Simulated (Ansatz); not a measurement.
Mulliken charges of `[CH3][In]([NH2])[Cl]` from ωB97M-V/def2-TZVPP in Ansatz (PBE0-D4/def2-TZVP geometry).

```json
{"atom": "C1", "x (Å)": "-0.199", "y (Å)": "1.634", "z (Å)": "-0.609", "charge (e)": "-0.565"}
{"atom": "In2", "x (Å)": "-0.214", "y (Å)": "-0.446", "z (Å)": "-0.165", "charge (e)": "0.756"}
{"atom": "N3", "x (Å)": "0.571", "y (Å)": "-1.539", "z (Å)": "1.320", "charge (e)": "-0.459"}
{"atom": "Cl4", "x (Å)": "-1.546", "y (Å)": "-1.851", "z (Å)": "-1.499", "charge (e)": "-0.398"}
{"atom": "H5", "x (Å)": "-0.790", "y (Å)": "1.807", "z (Å)": "-1.507", "charge (e)": "0.154"}
{"atom": "H6", "x (Å)": "-0.630", "y (Å)": "2.189", "z (Å)": "0.224", "charge (e)": "0.137"}
{"atom": "H7", "x (Å)": "0.823", "y (Å)": "1.977", "z (Å)": "-0.770", "charge (e)": "0.134"}
{"atom": "H8", "x (Å)": "0.582", "y (Å)": "-2.541", "z (Å)": "1.203", "charge (e)": "0.130"}
{"atom": "H9", "x (Å)": "1.401", "y (Å)": "-1.231", "z (Å)": "1.802", "charge (e)": "0.110"}
```

Task: By hand: the dipole of these point charges (1 e Å = 4.8032 D).

Result: Σ q r = (0.436, 0.560, 0.260) e Å, of length 0.756 e Å = 3.63 D.

Task: How does the dipole of the full density compare? (An estimate is asked.)

Result: Computed: (0.514, 0.476, 0.266) e Å, 3.60 D; the point charges give 1.01 times that, at 9° from its direction.

Point charges leave out the atoms' own dipoles, such as those of lone pairs, and Mulliken's split depends on the basis, so the close match here is no proof of good charges.
